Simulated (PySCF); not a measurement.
Compound: C10H10O.
Bonds: C1–C2 (double), C2–C3, C3–C4, C4–C5, C5–C6, C6–C7 (aromatic), C7–C8 (aromatic), C8–C9 (aromatic), C9–O10 (aromatic), C5–C11 (double), C1–C11, C6–O10 (aromatic). Hydrogens: H12 on C1; H13 on C2; H14, H15 on C3; H16, H17 on C4; H18 on C7; H19 on C8; H20 on C9; H21 on C11.

NICS is the negative of the GIAO shielding at a point without a nucleus: at the ring centre (0) and 1 Å above and below it (1); zz is the component along the ring normal. Level: GIAO PBE0/pcSseg-1 (PySCF, non-relativistic, gas phase) on the GFN2-xTB geometry, one conformer.

Rings: 1. C1–C2–C3–C4–C5–C11; 2. C6–C7–C8–C9–O10.

| set | NICS(0) | NICS(1), two faces | NICS(1)zz, two faces |
| --- | --- | --- | --- |
| P | 1.9 | -1.2 / -1.2 | 4.0 / 4.0 |
| Q | -10.5 | -9.5 / -9.5 | -23.6 / -23.5 |

Question: Which set (ppm) belongs to which ring?

Answer: P = 1, Q = 2.
- 1 (6-membered carbocycle; formal bonds 2 double, 4 single): mean NICS(1)zz 4.0 ppm, deshielded. C3, C4 have four or more neighbours; no verdict on aromaticity is drawn.
- 2 (5-membered ring with O; formal bonds all aromatic): mean NICS(1)zz -23.6 ppm, shielded, aromatic by this magnetic criterion (flat ring, no four-coordinate atom).

Question: How do the rings differ in shape?

Answer: 
| ring | bond lengths (Å) | rms pucker (Å) | HOMA | nearest outside atom to a NICS(1) probe (Å) |
| --- | --- | --- | --- | --- |
| 1 | 1.334, 1.499, 1.528, 1.509, 1.348, 1.442 | 0.17 | – | hydrogen 1.58 |
| 2 | 1.377, 1.411, 1.361, 1.341, 1.357 | 0.00 | 0.48 | hydrogen 2.42 |

HOMA = 1 − mean of α(R − Ropt)² over the ring bonds, with Krygowski's 1993 parameters (CC: Ropt 1.388 Å, α 257.7 Å⁻²; CO: Ropt 1.265 Å, α 157.38 Å⁻²). A dash marks a ring with a four-coordinate atom, a triple bond, no multiple bond or a kind of bond without parameters.

Conformer computed: `[CH:1]1=[CH:2][CH2:3][CH2:4][C:5]([c:6]2[cH:7][cH:8][cH:9][o:10]2)=[CH:11]1`: C4–C5–C6–C7 0°.
